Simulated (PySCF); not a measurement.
Zn(Et)(SH) anion (C₂H₆SZn), SMILES C[CH2][Zn][SH] (connectivity only; charge and spin as stated), charge -1, multiplicity 2.

Coordinates come from a TPSSh-D3(BJ)/def2-SVPD optimisation. The spin state was assumed, not searched. The isomer is the one that the SMILES or the coordinates give; other isomers of the formula were not compared. One conformer was computed; it need not be the lowest.

Two levels are set side by side: PBE/def2-SVPD (PySCF) and ωB97X/def2-SVPD (PySCF). Same geometry, gas phase. Differences are taken from unrounded values.

| quantity | ωB97X |
|---|---|
| α-spin orbital gap (eV) | 6.80 |
| β-spin orbital gap (eV) | 8.10 |
| mean polarisability (bohr³) | 124.6 |

**Question.** What does PBE give, and how far is it from ωB97X? (The exact figures need the calculation; the answer reports its results.)

**Answer.** 
| quantity | PBE | PBE minus ωB97X |
|---|---|---|
| α-spin orbital gap (eV) | 2.03 | -4.77 |
| β-spin orbital gap (eV) | 3.02 | -5.08 |
| mean polarisability (bohr³) | 142.9 | 18.3 |

PBE's more diffuse valence density responds more strongly to a field. Differences between two approximate levels are no errors against the true value.

Rough cost on one machine, each run with all the roots and properties that it gave: ωB97X against PBE within a factor of 2.
